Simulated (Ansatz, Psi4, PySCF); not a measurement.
Sb$_{2}$, charge -1, doublet, at a GFN2-xTB geometry (a state made from the parent by changing its charge; the spin is typed, not shown lowest) (core potentials on Sb). Base run: CAMB3LYP/def2-TZVP (PySCF).

Input for PySCF:
```python
from pyscf import gto, scf, dft

mol = gto.M(
    atom='''
Sb   -0.00000000   -0.00000000   -1.26045579
Sb    0.00000000    0.00000000    1.26045579
''',
    basis='def2-tzvp',
    ecp={'Sb': 'def2-tzvp'},
    charge=-1,
    spin=1,
    verbose=4,
)

mf = dft.UKS(mol)
mf.xc = 'camb3lyp'
mf.kernel()
```

The same geometry, method and basis name were run in Ansatz (a program for electronic structure) and Psi4 and PySCF, at each program's defaults and at the settings that a row names. The base is PySCF at its defaults. Differences at the defaults can come from grids, fitting, cores and function types together.

```tsv
code and settings	ΔE vs base (mEh)	basis functions	E (Eh)	SCF cycles
PySCF, defaults (exact integrals, its default grid, spherical functions)	0.000	100	-480.54525	10
Psi4, defaults (density fitting with its default set, its default grid, spherical functions)	-0.021	100	-480.54528	8
Ansatz, defaults (factorised integrals, its default grid, spherical functions)	0.008	100	-480.54525	-
PySCF, density fitting with def2-universal-jkfit	-0.016	100	-480.54527	10
PySCF, fine grid	-0.007	100	-480.54526	10
Psi4, exact integrals, spherical functions, fine grid	-0.006	100	-480.54526	11
Ansatz, high accuracy	-0.006	100	-480.54526	-
```

Open shells are given as the SCF converged; they aren't shown to be the lowest states, and a large step between rows can be another state.
